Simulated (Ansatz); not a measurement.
System: MgBr2, charge 1, multiplicity 2. SMILES of the parent species: [Br][Mg][Br]
Structure (B3LYP-D3(BJ)/def2-TZVP (Ansatz, a first-principles code) minimum search):
```xyz
3

Mg     0.0000     0.0000     0.0000
Br     0.0000     0.0000     2.3940
Br     0.0000     0.0000    -2.3940
```
Charge +1, spin multiplicity 2.

Parts of the frozen-core correlation energy in def2-TZVPP (Ansatz, hartree). Frozen orbitals: 33; correlated occupied orbitals by spin: 8 and 7; virtual: 87 and 88. Open shells are spin-unrestricted. Spin-orbit coupling is left out. No relativistic terms.

```tsv
term	value
reference (HF)	-5344.24875
MP2 opposite-spin	-0.23577
MP2 same-spin	-0.07362
CCSD correlation	-0.34404
(T)	-0.01264
T1 diagnostic	0.018
largest doubles amplitude	0.036
<S^2> of the reference	0.759
```
